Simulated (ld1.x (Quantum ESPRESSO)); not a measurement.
**phosphorus (P): excitation energies, all-electron against TM semilocal**

```
Element                 : P (Z = 15)
Generator               : ld1.x (Quantum ESPRESSO) 7.5
Type                    : norm-conserving Troullier–Martins (semilocal form)
Functional              : LDA (PZ)
Relativity              : non-relativistic
Frozen core             : [Ne]
Valence charge          : 5
Reference configuration : 3s2 3p2 (charge +1)
Partial waves           : 3s (bound): rc 1.65 bohr; 3p (bound): rc 1.90 bohr
Local potential         : the p channel
Core correction         : a·sin(br)/r model core inside 1.55 bohr
```

Energies are relative to the spin-unpolarised reference configuration 3s2 3p2; without spin polarisation the order of configurations can differ from experiment. Spin-polarised rows fill each open shell by Hund’s rule, majority spin first. The frozen-core shift is the all-electron ΔE with the core orbitals held at their reference shape minus the fully relaxed ΔE.

| valence configuration | charge | ΔE all-electron (eV) | error AE − PS (meV) | frozen-core shift (meV) |
| --- | --- | --- | --- | --- |
| 3s2 3p3 | 0 | -9.833 | +4.1 | +1.1 |
| 3s2 3p1 | +2 | 19.262 | +13 | +5.1 |
| 3s2 3p0 | +3 | 49.167 | +86 | +36 |
| 3s2 3p3.3 | -0.3 | -11.172 | +5.6 | +1.4 |
| 3s0 3p5 | 0 | 7.121 | +3.3 | +0.6 |
| 3s2 3p2.5 | +0.5 | -6.006 | +1.4 | +0.4 |
| 3s2 3p2 (spin-polarised) | +1 | -0.842 | +60 | +1.1 |
| 3s2 3p3 (spin-polarised) | 0 | -11.343 | +94 | +2.9 |

Task: What are ΔE and the potential's error for 3s1 3p3?

Result: ΔE = 8.976 eV all-electron; the error (AE − PS) is +1.6 meV.
